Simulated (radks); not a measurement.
Task: These are the eigenvalues of the occupied orbitals of an atom or ion with whole-number occupations (eV). Calculated with a radial shooting solver on a logarithmic mesh with Libxc functionals: Dirac Kohn-Sham, PBE, spin-unpolarised, spherical densities, finite nucleus; Fermi nuclear charge, rms radius of each element as measured or else 0.836 A^(1/3) + 0.57 fm.

| orbital | eigenvalue |
|---|---|
| 1s1/2 | -2429.400 |
| 2s1/2 | -234.6173 |
| 2p1/2 | -180.3352 |
| 2p3/2 | -179.0684 |
| 3s1/2 | -36.6907 |
| 3p1/2 | -25.3770 |
| 3p3/2 | -25.2623 |
| 5d3/2 | -2.2757 |
| 5d5/2 | -2.2753 |

Which element is it, and in what charge state? The configuration may be excited. Open shells, if any, are shared by 2j + 1.

Result: Z = 16, sulfur, charge +1: S+ in [Ne] 3s2 3p2 5d1. The list shows which subshells hold electrons but not how many an open one holds; the 1s level, -89.279 hartree, gives Z - s = 13.4 by -(Z - s)^2/2, which with screening and relativity narrows Z to a few neighbours, and the depths of the outer levels then fix element, charge and occupations together.
